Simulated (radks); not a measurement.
Results of a calculation; reference values are marked as such.
The nuclear charge of the lead ion Pb2+ is varied continuously with 80 electrons held in [Hg]. Level of theory: scalar-relativistic Kohn-Sham, PBE, spin-unpolarised, spherical densities, point nucleus (a radial shooting solver on a logarithmic mesh with Libxc functionals). By the Hellmann-Feynman theorem dE/dZ = E(electron-nucleus)/Z, the electronic potential at the nucleus. The scalar-relativistic energy here is not variational (the density holds large components alone), so the two differ by a part that grows with Z.

[
 {"Z": "81.5", "E (hartree)": "-20561.9116", "E(electron-nucleus)/Z (hartree)": "-629.242", "HOMO": "6s", "e(HOMO) (eV)": "-21.688", "<r> HOMO (bohr)": "2.274"},
 {"Z": "82", "E (hartree)": "-20881.1722", "E(electron-nucleus)/Z (hartree)": "-635.311", "HOMO": "6s", "e(HOMO) (eV)": "-27.443", "<r> HOMO (bohr)": "2.176"},
 {"Z": "82.5", "E (hartree)": "-21203.5511", "E(electron-nucleus)/Z (hartree)": "-641.405", "HOMO": "6s", "e(HOMO) (eV)": "-33.552", "<r> HOMO (bohr)": "2.090"},
 {"Z": "83", "E (hartree)": "-21529.0624", "E(electron-nucleus)/Z (hartree)": "-647.525", "HOMO": "6s", "e(HOMO) (eV)": "-39.999", "<r> HOMO (bohr)": "2.014"}
]

The central difference of E at Z = 82 is -641.639 hartree, to compare with the third column; the second derivative is -12.5 hartree.
